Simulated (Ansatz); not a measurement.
`[AlH2][NH][SiH3]` + `CN[SiH3]` → `CN([SiH3])[SiH3]` + `[NH2][AlH2]` at 700 K and 1 bar (ligand exchange at the Si–N bond).

Gas-phase electronic energies from Ansatz, PBE0-D4/def2-TZVP geometries. CCSD(T)/CBS adds triple-zeta CCSD(T) − MP2 to the extrapolated MP2 energy (def2 sets, frozen cores). This one scheme is used for every species.

```json
{"species": "`[AlH2][NH][SiH3]`", "CCSD(T)/CBS energy (Eh)": "-589.44550", "H − E (kJ/mol)": "212.2", "S (J/(mol·K))": "417.7"}
{"species": "`CN[SiH3]`", "CCSD(T)/CBS energy (Eh)": "-386.04948", "H − E (kJ/mol)": "271.2", "S (J/(mol·K))": "396.1"}
{"species": "`CN([SiH3])[SiH3]`", "CCSD(T)/CBS energy (Eh)": "-676.35037", "H − E (kJ/mol)": "336.0", "S (J/(mol·K))": "489.3"}
{"species": "`[NH2][AlH2]`", "CCSD(T)/CBS energy (Eh)": "-299.14566", "H − E (kJ/mol)": "147.5", "S (J/(mol·K))": "319.0"}
```

H − E and S are ideal-gas, rigid-rotor, harmonic terms from PBE0-D4/def2-TZVP, for one conformer and one mirror image of each species. 1 Eh = 2625.50 kJ/mol, R = 8.31446 J/(mol·K).

**Question.** By hand: ΔE, ΔH, ΔS and ΔG.

**Answer.** ΔE = (-676.35037) + (-299.14566) − (-589.44550) − (-386.04948) = -0.00105 Eh = -2.8 kJ/mol. Δ(H − E) = 336.0 + 147.5 − 212.2 − 271.2 = 0.1, so ΔH = -2.7 kJ/mol. ΔS = 489.3 + 319.0 − 417.7 − 396.1 = -5.5 J/(mol·K). ΔG = -2.7 − 700 × (-5.5)/1000 = 1.1 kJ/mol.

**Question.** By hand: the equilibrium constant, and the temperature at which ΔG would vanish if ΔH and ΔS stayed fixed.

**Answer.** log₁₀ K = −ΔG/(RT ln 10) = -0.1. ΔG = 0 at ΔH/ΔS = 491 K, though so small a ΔH makes that figure unsure.

TΔS isn't small against ΔH here. The sign of ΔG lies within the doubt. A doubt of 5 kJ/mol in ΔE shifts log₁₀ K by 0.4 here. Other conformers and mirror images would add mixing entropy, several J/(mol·K) or more a flexible species. These are equilibria of isolated gas molecules and say nothing of rates. Largest T1 diagnostic: 0.011 (customary marks: 0.02 for closed shells, 0.045 for open ones).
